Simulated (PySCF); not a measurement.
Ionisation energy of Mg²⁺ by level of theory

Mg²⁺ [Ne] (1S) → Mg³⁺ [He] 2s2 2p5 (2P), as a difference of total energies. All numbers are calculated (PySCF 2.14, the spin-free X2C one-electron Hamiltonian (Gaussian nucleus), in Sapporo-DZP-2012 (5s4p1d, 22 functions)). Correlated levels: valence: [He] 2s2 frozen. The calculations carry no spin-orbit coupling.

```
           method  ionisation energy (eV)
              UHF                  78.559
           r2SCAN                  80.235
            B3LYP                  80.359
    MP2 (valence)                  80.170
SCS-MP2 (valence)                  80.077
   CCSD (valence)                  80.109
CCSD(T) (valence)                  80.118
```

Question: How much does correlation contribute at CCSD(T) (valence)?

Answer: 80.118 − (78.559) = 1.559 eV, measured against UHF.

Errors of the correlated levels include the incompleteness of this basis and the frozen core.

For comparison: 80.144 eV (measured; NIST Atomic Spectra Database, ionization energies).
